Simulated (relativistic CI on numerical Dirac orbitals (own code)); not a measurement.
# What each ingredient does to the levels of Re26+

Base calculation: Dirac-Coulomb-Breit CI, orbitals from a KLI potential per configuration, a model potential for QED, unscaled Slater integrals.

Configurations in the expansion (outside the closed core [Ar] 3d10): 4s²4p⁶4d¹⁰4f³, 4s²4p⁶4d¹⁰4f²5s, 4s²4p⁶4d⁹4f⁴, 4s²4p⁶4d¹⁰4f5s², 4s²4p⁶4d¹⁰4f²5p, 4s²4p⁶4d¹⁰4f5s5p, 4s²4p⁵4d¹⁰4f⁴, 4s²4p⁶4d¹⁰4f²5d, 4s²4p⁶4d¹⁰4f5p², 4s²4p⁶4d¹⁰4f5s5d, 4s²4p⁶4d¹⁰4f5p5d, 4s²4p⁶4d⁹4f³5s, 4s²4p⁶4d⁹4f²5s², 4s4p⁶4d¹⁰4f⁴, 4s²4p⁶4d¹⁰4f²5f, 4s²4p⁴4d¹⁰4f⁵, 4s²4p⁶4d¹⁰4f²6s, 4s²4p⁶4d¹⁰4f5d², 4s²4p⁶4d⁹4f³5p, 4s²4p⁶4d¹⁰4f²5g, 4s²4p⁶4d¹⁰4f²6p, 4s²4p⁶4d¹⁰4f²6d, 4s²4p⁵4d¹⁰4f²5s², 4s²4p⁶4d¹⁰4f²6f, 4s²4p⁶4d¹⁰4f²7s, 4s²4p⁵4d¹⁰4f²5s5p, 4s²4p⁶4d¹⁰4f²7p, 4s4p⁶4d¹⁰4f²5s². Levels of other configurations are missing.

Variants: (1) P86 correlation estimate; (2) configuration mixing switched off. Shifts of the energy above 4s²4p⁶4d¹⁰4f³ ⁴I°9/2, in cm⁻¹, for the lowest level and the first level of each name with at least 55 % of one term (blank where a level changes its place among those of its configuration and J or its character, or is not in the variant):

```
                Level     Base    Δ(1)   Δ(2)
 4s²4p⁶4d¹⁰4f³ ⁴I°9/2        0       0      0
4s²4p⁶4d¹⁰4f³ ⁴I°11/2    22178       0   -148
 4s²4p⁶4d¹⁰4f³ ⁴F°3/2    38696      +1  +2138
4s²4p⁶4d¹⁰4f³ ⁴I°13/2    40821       0   -137
 4s²4p⁶4d¹⁰4f³ ⁴F°5/2    53555      +1  +2055
4s²4p⁶4d¹⁰4f³ ⁴I°15/2    56749       0    -31
 4s²4p⁶4d¹⁰4f³ ⁴S°3/2    59933      +1  +1264
 4s²4p⁶4d¹⁰4f³ ⁴G°5/2    62224      +2  +2466
 4s²4p⁶4d¹⁰4f³ ⁴G°7/2    72566      +1  +2246
 4s²4p⁶4d¹⁰4f³ ⁴F°9/2    76950      +1  +1663
4s²4p⁶4d¹⁰4f³ ²K°13/2    78470       0   +494
4s²4p⁶4d¹⁰4f³ ²H°11/2    78980      +1  +1201
 4s²4p⁶4d¹⁰4f³ ²P°1/2    90757      +2  +2153
 4s²4p⁶4d¹⁰4f³ ⁴G°9/2    91024      +1  +2259
 4s²4p⁶4d¹⁰4f³ ⁴D°1/2   119009      +2  +3039
4s²4p⁶4d¹⁰4f³ ²I°13/2   124247      +1  +1190
4s²4p⁶4d¹⁰4f³ ²L°15/2   124605      +1  +1100
 4s²4p⁶4d¹⁰4f³ ⁴D°7/2   126323      +3  +4018
4s²4p⁶4d¹⁰4f³ ²L°17/2   128098      +1  +1593
 4s²4p⁶4d¹⁰4f³ ²F°7/2   163323      +4  +4835
4s²4p⁶4d¹⁰4f²5s ⁴H7/2  1007351  +11595  +9315
4s²4p⁶4d¹⁰4f²5s ⁴H9/2  1013218  +11595  +9218
```

At this charge energies of transitions that change n are usually good to better than 1 %, and those within a shell (Δn = 0) to a few per cent. Terms inside the open d or f shell come out 10 to 20 % too wide with unscaled integrals.

Ionisation energy from the two ground configurations alone: base 838.859 eV; P86 correlation estimate 840.873 eV. The NIST ASD value (theoretical) is 860 eV. The gap of more than 2 % comes from missing correlation, or from a tabulated value that is itself an estimate.

LS names give the leading component of a level, which can be under half, so a name can repeat, a term be missing and a line seem to break the LS rules.
